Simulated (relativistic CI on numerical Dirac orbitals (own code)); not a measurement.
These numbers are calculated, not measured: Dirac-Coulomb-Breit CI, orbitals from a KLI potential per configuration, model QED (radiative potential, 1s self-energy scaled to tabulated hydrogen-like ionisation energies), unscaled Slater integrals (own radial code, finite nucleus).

The strongest absorption lines from the ground level of an ion, among the configurations computed and to levels below about 265 eV (vacuum wavelength in nm, gf): 4.7437 (0.043), 4.7723 (0.1), 4.8384 (0.5), 4.8600 (0.12), 4.8970 (0.16), 4.9296 (0.071), 4.9451 (0.15), 4.9644 (0.053).

(1) Which ion is it?
A. Tl³⁵⁺
B. Tl³³⁺
C. Fr³⁹⁺
D. Tl³¹⁺

Answers

(1) B. Tl³³⁺ has 48 electrons and the ground level 4s²4p⁶4d¹⁰4f² ³H4; the strongest line goes to 4s²4p⁶4d⁹4f³ ³I°5. The pattern of lines fixes the number of electrons, and along that sequence the line energies rise steadily with the charge (about as its square where n changes within one kind of shell, about linearly where n is kept but much faster in heavy ions where fine structure, which grows about as Z⁴, sets the gap, and irregularly where shells cross), which fixes Z. Configurations outside the model, such as inner-shell arrays, can give stronger lines. At this charge energies of transitions that change n are usually good to better than 1 %, and those within a shell (Δn = 0) to a few per cent. Terms inside the open d or f shell come out 10 to 20 % too wide with unscaled integrals.

LS names give the leading component of a level, which can be under half, so a name can repeat, a term be missing and a line seem to break the LS rules.
